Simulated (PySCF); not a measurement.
Fe (iron, neutral) across methods

[Ar] 3d7 4s1, high-spin 5F determinant (an excited configuration). Calculation: PySCF 2.14, in aug-cc-pVQZ-DK; scalar relativity by spin-free X2C-1e.

```
method  E (hartree)  mean ε 3d α (eV)  mean ε 4s α (eV)  mean ε 3d β (eV)  Σ⟨r²⟩ (bohr²)   ⟨S²⟩
  MN15    -1273.339            -7.765            -5.751            -5.067          35.05  6.013
r2SCAN    -1272.576            -4.864            -4.991            -2.641          34.51  6.002
   UHF  -1271.27198           -11.932            -6.365            -8.535          35.12  6.005
   LDA    -1270.073            -4.968            -4.921            -2.622          34.82  6.004
  BLYP    -1272.698            -4.598            -4.600            -2.690          35.21  6.005
M06-2X    -1272.586            -9.034            -5.458            -5.925          35.26  6.029
   PBE    -1272.383            -4.723            -4.743            -2.602          35.06  6.002
```

Estimate the same row for PBE0.

E (hartree) = -1272.380; mean ε 3d α (eV) = -6.545; mean ε 4s α (eV) = -5.249; mean ε 3d β (eV) = -4.156; Σ⟨r²⟩ (bohr²) = 34.57; ⟨S²⟩ = 6.003.
